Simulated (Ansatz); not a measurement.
Relaxation of Cl₄H₃NZr (9 atoms, charge 0, multiplicity 1), to a largest force component of 0.03 eV/Å in at most 50 steps.

These are results of RKS B3LYP/def2-SVP (Ansatz 0.2.0), not measurements.

```xyz
9
Properties=species:S:1:pos:R:3:forces:R:3
Zr -0.029 0.089 0.058 -0.03 0.05 1.72
N -0.009 0.072 2.208 0.11 -0.21 -1.83
H -0.831 -0.146 2.772 -0.01 -0.02 0.02
H 0.637 0.630 2.768 0.02 0.01 0.02
Cl 2.150 0.376 -0.770 0.00 0.00 0.00
Cl -1.214 2.016 -0.578 0.02 -0.02 0.01
Cl -1.305 -1.709 -0.752 0.00 0.00 0.00
Cl 1.742 -2.859 1.478 -0.43 0.67 0.47
H 1.109 -1.880 2.137 0.33 -0.49 -0.41
```

Task: Where does it end, and by what steps?

Result: It converged. After 6 steps the energy has fallen by 0.165 eV; Cl8 moved furthest, 0.50 Å.

```json
{"step": "0", "energy less start (eV)": "0.0000", "largest force component (eV/Å)": "1.827", "accepted": "yes"}
{"step": "1", "energy less start (eV)": "-0.1081", "largest force component (eV/Å)": "1.176", "accepted": "yes"}
{"step": "2", "energy less start (eV)": "-0.1396", "largest force component (eV/Å)": "0.598", "accepted": "yes"}
{"step": "3", "energy less start (eV)": "-0.1510", "largest force component (eV/Å)": "0.364", "accepted": "yes"}
{"step": "4", "energy less start (eV)": "-0.1536", "largest force component (eV/Å)": "0.297", "accepted": "yes"}
{"step": "5", "energy less start (eV)": "-0.1633", "largest force component (eV/Å)": "0.157", "accepted": "yes"}
{"step": "6", "energy less start (eV)": "-0.1647", "largest force component (eV/Å)": "0.022", "accepted": "yes"}
```

```xyz
9
Properties=species:S:1:pos:R:3
Zr -0.087 0.177 0.009
N 0.046 -0.028 2.030
H -0.723 -0.349 2.623
H 0.702 0.495 2.615
Cl 2.098 0.417 -0.819
Cl -1.275 2.162 -0.441
Cl -1.339 -1.637 -0.803
Cl 1.748 -2.884 1.977
H 1.080 -1.766 2.133
```

Whether the end is a true minimum wasn't checked by a vibrational analysis.

The run took 29 s on 4 threads of Arm Neoverse V1 (shared host), peak memory 0.39 GiB.
